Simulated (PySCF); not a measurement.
BH2, SMILES [BH2] (connectivity only; charge and spin as stated), charge +1, multiplicity 1.

Geometry: B3LYP-D3(BJ)/def2-TZVPD. The spin state was assumed, not searched. The isomer is the one that the SMILES or the coordinates give; other isomers of the formula were not compared.

All values below come from PySCF with ωB97X/def2-TZVPD.

The molecule is in vacuum.

Q: Estimate the frontier levels, gap, dipole moment and polarisability. (Estimate from the structure and the level; the computed values follow.)

A: 
```json
{
  "highest_occupied_level": "-23.19 eV",
  "lowest_empty_level": "-8.14 eV",
  "orbital_gap": "15.05 eV",
  "dipole_moment_about_the_centre_of_nuclear_charge": "0.000 e·Å",
  "mean_static_polarisability": "9.6 bohr³ (1.42 Å³)",
  "polarisability_principal_values": "9.1, 9.1, 10.6 bohr³"
}
```
